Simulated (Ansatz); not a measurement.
A nudged elastic band was laid between two geometries of CH6Ge + H4Si (13 atoms, charge 0, multiplicity 1).

These are results of RKS PBE0-D4/def2-SVP in Ansatz 0.2.0, not measurements.

```yaml
movable_images: 7
climbing_image: yes
spring: 5.0 eV/Å²
optimiser: quadratic models (default)
start_path: through a guess of the saddle point
force_threshold: 0.03 eV/Å
iteration_limit: 60
end_points: relaxed
```

Image 0:

```xyz
13
Properties=species:S:1:pos:R:3
Ge -0.103 0.467 0.176
C -0.301 0.803 2.088
H -1.336 0.608 2.407
H 0.371 0.149 2.663
H -0.055 1.850 2.320
H 1.354 0.709 -0.265
H -1.024 1.399 -0.636
H -0.478 -0.993 -0.152
Si 1.302 -3.318 1.197
H 0.094 -3.847 0.499
H 2.171 -2.593 0.224
H 2.067 -4.451 1.799
H 0.881 -2.382 2.283
```

Image 8:

```xyz
13
Properties=species:S:1:pos:R:3
Ge 0.310 -0.688 -0.618
C -0.120 0.397 3.139
H -1.148 0.689 2.886
H 0.099 0.680 4.177
H 0.581 0.910 2.465
H 1.325 0.445 -0.381
H -1.043 -0.268 -0.015
H 0.131 -0.869 -2.137
Si 1.079 -2.720 0.359
H 0.019 -3.769 0.262
H 2.299 -3.202 -0.359
H 1.421 -2.514 1.799
H -0.008 -0.689 3.025
```

**Question.** What changes between the two ends?

**Answer.** Bonds broken: Ge1–C2, Si9–H13. Bonds formed: Ge1–Si9, C2–H13. CH6Ge + H4Si becomes CH4 + GeH6Si.

**Question.** What energy profile does the band end with?

**Answer.** It converged. The highest image is number 4 of 0 to 8, 79.6 kcal/mol above the first end and 89.3 kcal/mol above the last; the last end lies 9.7 kcal/mol below the first. Neighbouring images differ by up to 2.9 eV, so the band resolves the path poorly. A vibrational analysis at the climbing image gives one clearly imaginary mode, 1582i cm⁻¹: a first-order saddle point. The orbitals stay closed-shell, which can raise the energy where a bond breaks towards radicals; this wasn't checked here.

```
image  path coordinate (Å)  energy (kcal/mol)  Ge1–C2 (Å)  Si9–H13 (Å)  Ge1–Si9 (Å)
    0                 0.00                0.0        1.95         1.49         4.16
    1                 1.07                0.0        1.95         1.49         4.08
    2                 2.13                1.4        1.96         1.49         3.89
    3                 3.20               13.7        1.99         1.50         3.34
    4                 4.26               79.6        2.28         2.10         2.90
    5                 5.52               16.8        2.95         2.45         2.49
    6                 6.79               -7.0        3.61         2.77         2.39
    7                 8.05               -9.6        4.09         3.33         2.38
    8                 9.32               -9.7        3.93         3.52         2.38
```

**Question.** What is the geometry of the highest image?

**Answer.** 
```xyz
13
Properties=species:S:1:pos:R:3
Ge 0.159 -0.082 0.086
C -0.262 0.159 2.311
H -1.350 0.289 2.233
H -0.032 -0.474 3.188
H 0.263 1.119 2.416
H 1.618 0.196 -0.294
H -0.593 1.300 0.006
H -0.690 -1.057 -0.748
Si 1.209 -2.633 0.965
H 0.156 -3.713 1.017
H 1.975 -2.887 -0.310
H 2.173 -2.952 2.083
H 0.319 -0.862 1.652
```

Run time: 6 min on 4 threads of Arm Neoverse V1, with other jobs on the host, peak memory 0.31 GiB.
